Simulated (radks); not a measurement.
Values are calculated unless marked as measured or tabulated.
All-electron atom: Sb17+ in [Ar] 3d10 4s2 4p4.

Level of theory: scalar-relativistic Kohn-Sham, LDA (Slater exchange, VWN5 correlation), spin-polarised, spherical densities, finite nucleus; open shells are filled with parallel spins first (spin-orbit coupling, left out, can overturn this in heavy ions); Fermi nuclear charge, rms radius 4.6802 fm (a radial shooting solver on a logarithmic mesh with Libxc functionals).

Energy parts (Ry):
total: -12725.91077
kinetic: 13317.33945
electron-nucleus: -29672.73367
Hartree: 3927.70256
exchange-correlation: -298.21911

Orbitals (lengths in bohr, moments of r in powers of bohr):
| orbital | occ. | eigenvalue (Ry) | <r^2> | <r> |
|---|---|---|---|---|
| 1s up | 1 | -2257.419 | 0.001096 | 0.02845 |
| 1s down | 1 | -2257.354 | 0.001096 | 0.02845 |
| 2s up | 1 | -371.1123 | 0.01773 | 0.1226 |
| 2s down | 1 | -371.0693 | 0.01773 | 0.1226 |
| 2p up | 3 | -336.7635 | 0.01399 | 0.1071 |
| 2p down | 3 | -336.7047 | 0.01399 | 0.1071 |
| 3s up | 1 | -97.40801 | 0.1233 | 0.3286 |
| 3s down | 1 | -97.33641 | 0.1232 | 0.3284 |
| 3p up | 3 | -86.19836 | 0.1231 | 0.3259 |
| 3p down | 3 | -86.12019 | 0.1229 | 0.3257 |
| 3d up | 5 | -69.20101 | 0.1069 | 0.3008 |
| 3d down | 5 | -69.12554 | 0.1067 | 0.3005 |
| 4s up | 1 | -38.53816 | 0.5767 | 0.7170 |
| 4s down | 1 | -38.22526 | 0.5773 | 0.7173 |
| 4p up | 3 | -34.65516 | 0.6234 | 0.7434 |
| 4p down | 1 | -34.34550 | 0.6249 | 0.7441 |

The highest occupied level is 4p down at -467.29 eV. The spin density at the nucleus is -3.429 e/bohr^3 (1s -2.730, 2s 0.419, 3s -0.655, 4s -0.462). The density falls to 0.001 e/bohr^3 at r = 1.70 bohr. The electron density at the nucleus is 2.145e+05 e/bohr^3 (large components only).
